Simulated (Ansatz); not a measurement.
Ansatz (a quantum-chemistry and plane-wave program) input (CCSD(T)/aug-cc-pVDZ):

Ansatz 0.2 input:
```yaml
crystal:
  periodic: [false, false, false]
  atoms:
    - {symbol: C, position_ang: [-1.89370699, 0.15571422, 0.00085858]}
    - {symbol: C, position_ang: [-1.22772314, -1.21594599, 0.12336796]}
    - {symbol: C, position_ang: [0.19063585, -1.09679623, 0.68215575]}
    - {symbol: C, position_ang: [1.04963621, -0.14779298, -0.15163019]}
    - {symbol: C, position_ang: [0.38082026, 1.22131661, -0.26077223]}
    - {symbol: C, position_ang: [-1.03638803, 1.11619249, -0.82526517]}
    - {symbol: N, position_ang: [2.36750299, -0.00289032, 0.47040927]}
    - {symbol: H, position_ang: [-2.03821199, 0.57506968, 1.00266436]}
    - {symbol: H, position_ang: [-2.88699252, 0.05631110, -0.44385731]}
    - {symbol: H, position_ang: [-1.82579518, -1.87320496, 0.75896459]}
    - {symbol: H, position_ang: [-1.19134298, -1.68745777, -0.86507647]}
    - {symbol: H, position_ang: [0.66532741, -2.08211972, 0.72599368]}
    - {symbol: H, position_ang: [0.16001941, -0.71462580, 1.70746946]}
    - {symbol: H, position_ang: [1.11422539, -0.56735000, -1.17005014]}
    - {symbol: H, position_ang: [0.35543965, 1.66730527, 0.73858244]}
    - {symbol: H, position_ang: [0.99048404, 1.88113766, -0.88612210]}
    - {symbol: H, position_ang: [-0.99070436, 0.75807898, -1.85983608]}
    - {symbol: H, position_ang: [-1.49939617, 2.10519549, -0.85931086]}
    - {symbol: H, position_ang: [2.95920192, 0.60628434, -0.08374542]}
    - {symbol: H, position_ang: [2.83557945, -0.90052072, 0.52917067]}
basis:
  gaussian:
    orbitals: aug-cc-pVDZ
magnetization: {spin_polarized: false}
correlation: {method: ccsd_t, electrons: outside_noble_gas}
output: {forces: true}
```

Output:

```
Functional definition: HF
integrals: 2.67 GiB planned
2749 factors; integrals over basis functions are off by at most 7.2e-4 eV
1.50 GiB of device memory are held for the factors and their scratch space
mean field: 2.13 GiB planned
mean field evaluation 1: about -7863.6147 eV, gradient 5.4e1 eV
mean field evaluation 2: about -7863.6253 eV, gradient 5.4e1 eV
mean field evaluation 4: about -7871.3502 eV, gradient 5.5e0 eV
mean field evaluation 8: about -7871.4582 eV, gradient 3.6e-4 eV
mean field evaluation 16: about -7871.4453 eV, gradient 3.0e-1 eV
mean field -7871.45823970 eV, -289.2707548429 hartree, gradient 1.2e-6 eV, S^2 0.000000; 0 other end points of the search recorded, 0 dependent functions left out
7 core orbitals not correlated
reference -7871.45823970 eV, -289.2707548429 hartree; 21, 21 occupied and 250, 250 virtual orbitals, 2749 factors
densities: 21.93 GiB planned
second order -29.08093543 eV of doubles, -0.00000000 eV of singles
coupled cluster: 20.47 GiB planned
cycle   1  -30.35451537 eV  change    -1.3e0 eV  update   1.1e-1
cycle   2  -31.10638199 eV  change   -7.5e-1 eV  update   3.1e-2
cycle   3  -31.23537858 eV  change   -1.3e-1 eV  update   1.3e-2
cycle   4  -31.23393622 eV  change    1.4e-3 eV  update   3.0e-3
cycle   5  -31.23480229 eV  change   -8.7e-4 eV  update   1.2e-3
cycle   6  -31.23512753 eV  change   -3.3e-4 eV  update   3.7e-4
cycle   7  -31.23495587 eV  change    1.7e-4 eV  update   1.6e-4
cycle   8  -31.23492448 eV  change    3.1e-5 eV  update   6.0e-5
cycle   9  -31.23492632 eV  change   -1.8e-6 eV  update   2.5e-5
cycle  10  -31.23491691 eV  change    9.4e-6 eV  update   9.4e-6
perturbative correction -1.10324824 eV, -0.0405436251 hartree
the calculation of the forces begins
1.50 GiB of device memory are held for the factors and their scratch space
Total energy: -7903.79640485 eV, -290.4591604926 hartree
Atom 0 at    -1.893707     0.155714     0.000859 Å, force     0.066261     0.003815     0.022743 eV/Å
Atom 1 at    -1.227723    -1.215946     0.123368 Å, force     0.029644     0.052298    -0.044118 eV/Å
Atom 2 at     0.190636    -1.096796     0.682156 Å, force    -0.001091     0.068118    -0.017447 eV/Å
Atom 3 at     1.049636    -0.147793    -0.151630 Å, force    -0.080805    -0.035386    -0.103292 eV/Å
Atom 4 at     0.380820     1.221317    -0.260772 Å, force    -0.011607    -0.060061     0.034692 eV/Å
Atom 5 at    -1.036388     1.116192    -0.825265 Å, force     0.019471    -0.071702     0.006321 eV/Å
Atom 6 at     2.367503    -0.002890     0.470409 Å, force    -0.065601     0.206011     0.493229 eV/Å
Atom 7 at    -2.038212     0.575070     1.002664 Å, force    -0.046807     0.188842     0.454813 eV/Å
Atom 8 at    -2.886993     0.056311    -0.443857 Å, force    -0.436817    -0.049027    -0.208633 eV/Å
Atom 9 at    -1.825795    -1.873205     0.758965 Å, force    -0.262499    -0.286673     0.293968 eV/Å
Atom 10 at    -1.191343    -1.687458    -0.865076 Å, force     0.027157    -0.201353    -0.449721 eV/Å
Atom 11 at     0.665327    -2.082120     0.725994 Å, force     0.216615    -0.436941     0.008652 eV/Å
Atom 12 at     0.160019    -0.714626     1.707469 Å, force    -0.017754     0.198180     0.461948 eV/Å
Atom 13 at     1.114225    -0.567350    -1.170050 Å, force     0.026927    -0.168415    -0.408603 eV/Å
Atom 14 at     0.355440     1.667305     0.738582 Å, force    -0.018988     0.183133     0.468069 eV/Å
Atom 15 at     0.990484     1.881138    -0.886122 Å, force     0.275784     0.284255    -0.284705 eV/Å
Atom 16 at    -0.990704     0.758079    -1.859836 Å, force     0.029424    -0.173723    -0.460960 eV/Å
Atom 17 at    -1.499396     2.105195    -0.859311 Å, force    -0.202617     0.443218    -0.002926 eV/Å
Atom 18 at     2.959202     0.606284    -0.083745 Å, force     0.249726     0.208959    -0.246419 eV/Å
Atom 19 at     2.835579    -0.900521     0.529171 Å, force     0.203576    -0.353547    -0.017611 eV/Å
Dipole moment:     0.004680    -0.094768    -0.232037 e Å
```
